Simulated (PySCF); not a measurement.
# Working out the ionisation energy of Rb¹⁹⁺

Rb¹⁹⁺ [Ar] (1S) → Rb²⁰⁺ [Ne] 3s2 3p5 (2P). All numbers are calculated (PySCF 2.14, the spin-free X2C one-electron Hamiltonian (Gaussian nucleus), in an uncontracted even-tempered set (18 s from 1.9 bohr⁻², ratio 2.5; 12 p from 2.4 bohr⁻², ratio 2.5; 5 d from 13 bohr⁻², ratio 2.7; 4 f from 20 bohr⁻², ratio 2.7)). Frozen: 1s2; the 21 highest virtual orbitals dropped. Energies in hartree (1 hartree = 27.21139 eV):

```tsv
part	Rb¹⁹⁺ (lower)	Rb²⁰⁺ (upper)
UHF	-2778.884147	-2747.253047
MP2 opposite-spin	-0.441620	-0.420653
MP2 same-spin	-0.173417	-0.158897
```

Question: What does Hartree-Fock give?

Answer: (-2747.253047) − (-2778.884147) = 31.631100 hartree = 860.726 eV.

Question: What do MP2 and SCS-MP2 (6/5 opposite-spin, 1/3 same-spin) give?

Answer: The opposite-spin parts differ by 0.571 eV and the same-spin parts by 0.395 eV. MP2: 860.726 + (0.571) + (0.395) = 861.692 eV. SCS-MP2: 860.726 + 1.2 × (0.571) + (0.395)/3 = 861.543 eV.

Reference: 857 ± 3 eV (semi-empirical (NIST evaluation); NIST Atomic Spectra Database, ionization energies), between the lowest levels; spin-orbit coupling is absent from the calculation.

What remains against the reference includes basis incompleteness, the frozen core and correlation beyond second order.
